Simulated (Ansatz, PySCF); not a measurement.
Complex: CH4OSe (SMILES CO[SeH]) (first 7 atoms) with CH4 (SMILES C); geometry from B3LYP-D3(BJ)/def2-TZVP, rigid monomers moved along the line of their centres of mass till O2···H12 is 4.83 Å.
(charge 0, multiplicity 1):
```xyz
12

C      1.83533     0.80635     0.80194
O      0.43782     0.76897     0.52308
Se    -0.24135    -0.88503     0.22623
H      2.09296     0.17889     1.65841
H      2.06492     1.84780     1.03216
H      2.42250     0.48973    -0.06534
H      0.16879    -0.97807    -1.19632
C     -0.16256     0.25180     6.09904
H      0.09224    -0.72811     5.69615
H     -1.02734     0.15868     6.75463
H      0.68235     0.63919     6.66751
H     -0.39450     0.93200     5.28121
```

Monomers are frozen at their geometry in the pair; levels with a basis set take the counterpoise correction.

Cores are frozen in the correlated methods. Filled d and f shells under p-block atoms count as core.

The values were computed with Ansatz (a first-principles code) with Gaussian orbitals; PySCF for the dispersion terms. Values without a source in brackets are computed.

PBE/def2-TZVPPD gives -2.4 meV for the interaction energy.

Q: Where do these levels fall relative to PBE: PBE-D3(BJ)/def2-TZVPPD, r2SCAN/def2-TZVPPD, B3LYP/def2-TZVPPD, wB97M-V/def2-TZVPPD, MP2/aug-cc-pVDZ, CCSD(T)/aug-cc-pVDZ.

A: PBE-D3(BJ)/def2-TZVPPD -6.0; r2SCAN/def2-TZVPPD 0.5; B3LYP/def2-TZVPPD 3.4; wB97M-V/def2-TZVPPD -4.6; MP2/aug-cc-pVDZ -4.3; CCSD(T)/aug-cc-pVDZ -4.1 meV. 2 of 6 lie above PBE; the widest gap is to PBE-D3(BJ)/def2-TZVPPD.
